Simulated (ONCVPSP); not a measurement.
**Er ONCV: all-electron and pseudo phase curves**

Er, optimised norm-conserving Vanderbilt (ONCV), made with ONCVPSP 4.0.1 (PBE, scalar-relativistic). Core [Kr] 4d10 5s2, reference 4f12 5p6 6s1.5 6p0.5. Waves: 6s: rc 3.60 bohr, ncon 4, nbas 7, qcut 2.2 1/bohr, 2 projectors, debl 2.8 Ha; 5p+6p: rc 4.12 bohr, ncon 4, nbas 7, qcut 6.2 1/bohr, 2 projectors; d scattering state at 0.36 Ha: rc 3.80 bohr, ncon 4, nbas 9, qcut 2.9 1/bohr, 2 projectors, debl 2.4 Ha; 4f: rc 0.90 bohr, ncon 4, nbas 9, qcut 16.9 1/bohr, local. Local part: the f channel. Core correction: none.

In the d channel the program set the typed energies aside and used -0.054, 2.346 Ha.

The phase is arctan(r·R′/R) of the radial function R(r), unwrapped; energies in Ha, scanned from -2 to 5 Ha. A pole is an energy at which the radial function vanishes at the test radius. The pseudo phase is shifted by a multiple of π to meet the all-electron one at the reference energy, and phase errors are pseudo minus all-electron; the curves can meet again beyond the range given. Levels narrower than the energy grid can be missing from the lists of poles. Where the grid stepped over a known ghost or core level, its pole and its step of π were put in at the level’s energy.

```
channel  radius (bohr)  reference energy (Ha)      poles, all-electron            poles, pseudo  unbroken range about the reference energy with phases within 0.05 rad  phase error 1 Ha above the reference energy (rad)
      s           3.66                  -0.16        -1.94, 0.34, 2.57         0.32, 2.57, 3.01                                                            -1.9 to 0.7                                             -0.100
      p           4.18                  -0.05  -0.99, 0.46, 2.18, 4.68  -0.99, 0.46, 2.07, 3.98                                                              below 1.0                                             -0.031
      d           3.87                  -0.05         0.09, 1.40, 3.63         0.09, 1.58, 4.46                                                              below 0.2                                             +0.156
      f           0.91                  -0.14                     2.23                     2.59                                                            -1.5 to 3.2                                             +0.009
```

Note: ghosts flagged at negative energy: s at -817.2 eV, s at -124.9 eV, p at -412.8 eV, d at -228.2 eV; GHOST(+) flagged for s at 79.9 eV, d at 199.1 eV. A true bound ghost makes a file unfit for plane-wave use.

Phases in the p channel:

| E (Ha) | all-electron | pseudo |
| --- | --- | --- |
| -1.98 | 1.427 | 1.427 |
| -1.80 | 1.418 | 1.418 |
| -1.62 | 1.407 | 1.407 |
| -1.44 | 1.393 | 1.393 |
| -1.26 | 1.375 | 1.375 |
| -1.08 | 1.343 | 1.343 |
| -0.90 | -1.800 | -1.800 |
| -0.72 | -1.852 | -1.852 |
| -0.54 | -1.930 | -1.930 |
| -0.36 | -2.096 | -2.096 |
| -0.18 | -2.655 | -2.655 |
| 0.00 | -4.025 | -4.025 |
| 0.18 | -4.494 | -4.494 |
| 0.36 | -4.655 | -4.655 |
| 0.54 | -4.753 | -4.754 |
| 0.72 | -4.848 | -4.853 |
| 0.90 | -5.010 | -5.029 |
| 1.08 | -5.638 | -5.821 |
| 1.26 | -7.270 | -7.367 |
| 1.44 | -7.614 | -7.646 |
| 1.62 | -7.723 | -7.743 |
| 1.80 | -7.780 | -7.797 |
| 1.98 | -7.819 | -7.836 |
| 2.16 | -7.850 | -7.871 |
| 2.34 | -7.879 | -7.908 |
| 2.52 | -7.911 | -7.958 |
| 2.70 | -7.952 | -8.054 |
| 2.88 | -8.018 | -8.418 |
| 3.06 | -8.173 | -10.402 |
| 3.24 | -9.009 | -10.791 |
| 3.42 | -10.545 | -10.887 |
| 3.60 | -10.789 | -10.934 |
| 3.78 | -10.871 | -10.966 |
| 3.96 | -10.914 | -10.993 |
| 4.14 | -10.941 | -11.020 |
| 4.32 | -10.963 | -11.053 |
| 4.50 | -10.980 | -11.108 |
| 4.68 | -10.995 | -11.261 |
| 4.86 | -11.011 | -13.011 |
